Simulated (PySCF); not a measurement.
Compound: C8H10N2Si.
Geometry (PBE0-D3(BJ)/def2-SVP, Å), atoms numbered from 1 in this order:
```
atom  x, y, z in Å
C1     5.4779    0.0114    0.1512
C2     4.2704   -0.0592    0.0585
C3     2.8524   -0.1291   -0.0411
C4     1.9321    0.6641    0.6159
N5     0.6896    0.2289    0.2173
Si6   -0.9005    0.9084    0.6762
C7    -2.1908   -0.3905    0.4113
C8    -3.6069    0.0210    0.0742
C9    -2.7630   -0.6182   -0.9722
C10    0.9275   -0.8022   -0.6620
N11    2.1959   -1.0429   -0.8362
H12    6.5470    0.0754    0.2271
H13    2.0718    1.4771    1.3245
H14   -1.2028    2.0878   -0.1882
H15   -0.7569    1.3417    2.0942
H16   -2.0950   -1.2849    1.0374
H17   -4.4156   -0.5631    0.5206
H18   -3.8346    1.0873   -0.0238
H19   -2.4008    0.0037   -1.7972
H20   -2.9815   -1.6502   -1.2596
H21    0.1108   -1.3445   -1.1392
```

All values: PBE0/pcSseg-1 (PySCF, non-relativistic), on one gas-phase PBE0-D3(BJ)/def2-SVP geometry that isn't relaxed in the solvent. The solvent is an IEF-PCM continuum (cavity from Bondi-type radii × 1.2). The model holds no explicit solvent molecules, cavitation or dispersion.

Gas phase at PBE0/pcSseg-1: HOMO -6.38 eV, LUMO -0.21 eV, dipole 5.01 D.

What does the continuum do to the energy, the frontier levels and the dipole at PBE0/pcSseg-1 in cyclohexane and acetone?

| solvent | ε | E(solvent) − E(gas) (kJ/mol) | polarisation term (kJ/mol) | distortion of the solute (kJ/mol) | HOMO (eV) | LUMO (eV) | dipole (D) |
| --- | --- | --- | --- | --- | --- | --- | --- |
| cyclohexane | 2.017 | -16.20 | -17.48 | 1.28 | -6.48 | -0.27 | 5.58 |
| acetone | 20.49 | -40.08 | -48.23 | 8.15 | -6.65 | -0.39 | 6.36 |

The polarisation term is half the interaction of the solute with the surface charges that it induces; the rest is the cost of distorting the solute's density. The sum is the electrostatic part of solvation alone. From cyclohexane to acetone the lowering changes by a factor 2.47, Onsager's factor (ε − 1)/(2ε + 1) by 2.30 and ε itself by 10.2.

Which radius a makes the point-dipole formula ΔE = −[(ε − 1)/(2ε + 1)]·μ²/a³ give the value in acetone, with the gas-phase dipole?

μ = 1.969 au and |ΔE| = 0.01527 Eh give a = 2.60 Å; the farthest nucleus lies 6.55 Å from the centroid of the nuclei, so such a sphere wouldn't even hold the nuclei. The formula assumes a rigid point dipole at the centre of a sphere.

Give the dipole vector in the frame of the coordinates (D, pointing from negative to positive charge), gas and acetone.

Gas (-4.58, 1.43, 1.44), solvent (-5.71, 2.02, 1.93). Its length changes by +27 % and its direction by 2°.

Which IAO charges (PBE0/pcSseg-1) respond most in acetone (means over atoms taken as equivalent)?

```tsv
atoms	environment	gas (e)	solvent (e)	change
N11	pyridine-type nitrogen	-0.310	-0.362	-0.052
C2	alkyne carbon	-0.023	-0.046	-0.023
C3	substituted aromatic carbon	+0.040	+0.019	-0.021
H12	alkyne hydrogen	+0.200	+0.220	+0.020
H13	aromatic hydrogen	+0.168	+0.188	+0.020
H21	aromatic hydrogen	+0.162	+0.180	+0.018
C1	terminal alkyne carbon	-0.236	-0.251	-0.015
C4	aromatic CH next to a ring nitrogen	-0.116	-0.105	+0.011
```

Which Mayer bond orders change most in acetone?

| bond | length (Å) | gas | solvent | change |
| --- | --- | --- | --- | --- |
| N5–Si6 | 1.789 | 0.756 | 0.725 | -0.031 |
| N5–C10 | 1.376 | 1.138 | 1.162 | +0.024 |
| N11–C3 | 1.378 | 1.329 | 1.311 | -0.018 |
| C1–C2 | 1.213 | 2.318 | 2.301 | -0.017 |
| C4–N5 | 1.376 | 1.126 | 1.141 | +0.015 |
| C10–N11 | 1.303 | 1.659 | 1.644 | -0.015 |
| Si6–C7 | 1.850 | 0.907 | 0.915 | +0.008 |
| Si6–H14 | 1.493 | 0.938 | 0.945 | +0.007 |
